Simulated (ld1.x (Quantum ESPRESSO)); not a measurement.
**Cutoff test, nickel (Ni), TM**

ld1.x (Quantum ESPRESSO) 7.5 input, shortened:

```
&input
   title='Ni', zed=28., rel=0, dft='REVPBE', iswitch=3,
   config='[Ar] 3d8 4s2 4p0'
 /
 &inputp
   pseudotype=2, tm=.true., lloc=2,
   nlcc=.true.
 /
3
3S  1  0   2.00   0.00  0.90  0.90  0.0
3P  2  1   6.00   0.00  0.75  0.75  0.0
3D  3  2   8.00   0.00  1.40  1.40  0.0
 &test
   configts(1)='3s2 3p6 3d8 4s2 4p0'
 /
```

Occupied shells without a wave of their own: 4s. They enter only through the test configuration that unscreens the potential, and ld1.x also counts them in the model core charge.

The pseudo-atom Hamiltonian at the reference potential is diagonalised in spherical Bessel functions j_l(qr) that vanish at 20 bohr, with q² up to the cutoff. All-electron valence levels (Ry): 3s -7.9451, 4s -0.4007, 3p -5.1964, 4p -0.0905, 3d -0.6731.

Q: How do the lowest levels (Ry) of each channel move with the cutoff, and are there ghosts?

A:

| cutoff (Ry) | s #1 | s #2 | s #3 | p #1 | p #2 | d #1 | f #1 | Σ f·Δε (mRy) |
| --- | --- | --- | --- | --- | --- | --- | --- | --- |
| 8 | -6.5721 | -0.2866 | 0.0093 | -1.2830 | -0.0092 | 0.0565 | 0.1097 | 32264.0 |
| 18 | -7.6284 | -0.3737 | 0.0003 | -3.2269 | -0.0466 | 0.0562 | 0.1097 | 18311.7 |
| 35 | -7.6718 | -0.3838 | -0.0007 | -4.8451 | -0.0743 | 0.0553 | 0.1097 | 8487.9 |
| 55 | -7.8197 | -0.3847 | -0.0008 | -5.1497 | -0.0805 | -0.1274 | 0.1097 | 4901.2 |
| 90 | -7.9242 | -0.3851 | -0.0009 | -5.1786 | -0.0822 | -0.6272 | 0.1097 | 519.3 |
| 140 | -7.9318 | -0.3859 | -0.0010 | -5.1912 | -0.0823 | -0.6727 | 0.1097 | 63.0 |
| 230 | -7.9443 | -0.3869 | -0.0011 | -5.1960 | -0.0824 | -0.6730 | 0.1097 | 4.9 |
| 400 | -7.9450 | -0.3870 | -0.0011 | -5.1964 | -0.0824 | -0.6731 | 0.1097 | 0.0 |

Result: no extra level below or beside the all-electron valence levels (s, p, d, f tested); 10 mRy is reached at 200 Ry and 1 mRy at over 300 Ry.

ld1.x takes every shell without a wave as core, so the model core holds the 4s electrons as well and exchange and correlation see them twice. This cancels in the reference configuration, but the file is broken for other ones, and its errors say nothing about a proper core correction.
